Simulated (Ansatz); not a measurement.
Consider the ligand exchange at the Si–C bond: `C[SiH2]/C=C/[SiH3]` + `OB(O)O` → `C[SiH2]OB(O)O` + `C=C[SiH3]`.

Computed with Ansatz on PBE0-D4/def2-TZVP structures; ΔE is electronic, products minus reactants. CCSD(T)/CBS adds triple-zeta CCSD(T) − MP2 to the extrapolated MP2 energy (def2 sets, frozen cores). This one scheme is used for every species. Functionals use def2-TZVPP. B3LYP here is the variant with VWN-RPA as its local correlation; programs differ in this. Each species was taken in one conformer, which may not be the lowest.

Task: Is it downhill or uphill in electronic energy at CCSD(T)/CBS, and by how much? (Estimate.)

Result: Computed: Downhill: ΔE = -97.0 kJ/mol.

Task: What do these levels give: B3LYP-D4, B2PLYP, PBE0, SCS-MP2/def2-TZVPP, CCSD(T)/def2-TZVPP, MP2/def2-QZVPP? (Best estimate.)

Result: The calculation gave: B3LYP-D4 -98.0, B2PLYP -99.2, PBE0 -88.1, SCS-MP2/def2-TZVPP -100.0, CCSD(T)/def2-TZVPP -96.6, MP2/def2-QZVPP -96.8 kJ/mol.

Largest T1 diagnostic among the species: 0.012.

In def2-TZVPP, CCSD(T) changes the Hartree–Fock value by +17.8 kJ/mol (the triples alone add +2.9 kJ/mol) and MP2 by +18.3 kJ/mol. From PBE to PBE0 (25 % exact exchange), in def2-TZVPP and without D4, ΔE moves by −5.0 kJ/mol.
